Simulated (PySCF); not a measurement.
Geometry:
| atom | x (Å) | y (Å) | z (Å) |
| --- | --- | --- | --- |
| C1 | 3.369 | 1.454 | -0.014 |
| C2 | 2.094 | 0.761 | 0.016 |
| C3 | 1.033 | 0.166 | 0.044 |
| C4 | -0.212 | -0.498 | 0.063 |
| C5 | -0.535 | -1.811 | 0.363 |
| F6 | 0.335 | -2.740 | 0.721 |
| C7 | -1.928 | -1.992 | 0.228 |
| C8 | -2.429 | -0.766 | -0.156 |
| N9 | -1.407 | 0.142 | -0.257 |
| Si10 | -1.527 | 1.850 | -0.735 |
| H11 | 4.169 | 0.800 | 0.369 |
| H12 | 3.351 | 2.360 | 0.613 |
| H13 | 3.644 | 1.755 | -1.037 |
| H14 | -2.485 | -2.910 | 0.394 |
| H15 | -3.456 | -0.474 | -0.367 |
| H16 | -0.746 | 2.094 | -1.978 |
| H17 | -1.038 | 2.728 | 0.362 |
| H18 | -2.982 | 2.064 | -0.974 |

Computed data (PySCF 2.14): shieldings: GIAO PBE0/pcSseg-1, geometry: PBE0-D3(BJ)/def2-SVP. Fast rotation and ring inversion assumed for equivalent nuclei, one computed conformer, gas phase, no relativistic terms.

Shifts are taken against calculated references (same method and geometry level): 13C (σ = 184.41 ppm) and 1H (σ = 31.27 ppm) and 29Si (σ = 351.99 ppm) vs TMS; CFCl3 for 19F (σ = 177.25 ppm); 15N (σ = 265.67 ppm) vs NH3.

| atoms | nucleus | count | Hirshfeld charge | δ (ppm) |
| --- | --- | --- | --- | --- |
| C8 | 13C | 1 | -0.02 | 126.8 |
| C2 | 13C | 1 | -0.04 | 102.7 |
| H15 | 1H | 1 | 0.06 | 6.31 |
| H16/H17/H18 | 1H | 3 | -0.07 | ? |
| C3 | 13C | 1 | -0.08 | ? |
| C1 | 13C | 1 | -0.09 | 5.9 |
| H14 | 1H | 1 | 0.06 | 6.11 |
| Si10 | 29Si | 1 | 0.37 | -45.6 |
| N9 | 15N | 1 | -0.10 | 162.9 |
| H11/H12/H13 | 1H | 3 | 0.06 | 2.26 |
| C7 | 13C | 1 | -0.11 | 105.9 |
| F6 | 19F | 1 | -0.08 | ? |
| C5 | 13C | 1 | 0.06 | ? |
| C4 | 13C | 1 | -0.01 | 108.3 |

**Question.** Estimate the values marked ?.

**Answer.** 
- C5: 166.2 ppm, aromatic carbon bearing fluorine; σ withdrawal by the attached heteroatom moves it downfield of the ring CH carbons
- C3: 74.3 ppm, alkyne carbon; sp carbons lie upfield of alkene carbons because the cylindrical π system leaves one tensor component strongly shielded
- H16/H17/H18: 4.92 ppm, hydrogen on a silicon bonded to N
- F6: -154.0 ppm, aryl fluorine

Shifts are as computed. Against solution values, carbons near 30 ppm lie about +2 ppm off and those near 130 ppm about +5 ppm. Of 1211 compounds with measured shifts, 218 miss one by over three times the rms of a fit or turn the order of signals round; such compounds aren't used in these exercises. Unscaled 19F shifts against computed CFCl3 carry errors that often reach 10 to 50 ppm. Experimental scales use liquid or dissolved standards, which lie at an offset from isolated NH3 (liquid NH3: subtract about 20 ppm). Unscaled 15N shifts of sp2 nitrogen come out 20 to 40 ppm too high even then.
